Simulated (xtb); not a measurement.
NO, doublet, from a rough starting geometry.

The xtb input:
```
$ xtb mol.xyz --gfn 2 --uhf 1 --opt vtight --json

# file mol.xyz
2

N      0.04249327     0.05818450    -0.58677988
O     -0.02099462     0.00423798     0.55962636
```

Q: Estimate the total energy at the end of the optimisation that GFN2-xTB in xtb returns for this input.

A: -6.828341 Ha

Q: Estimate the dipole moment that GFN2-xTB returns for this input.

A: 0.17 D
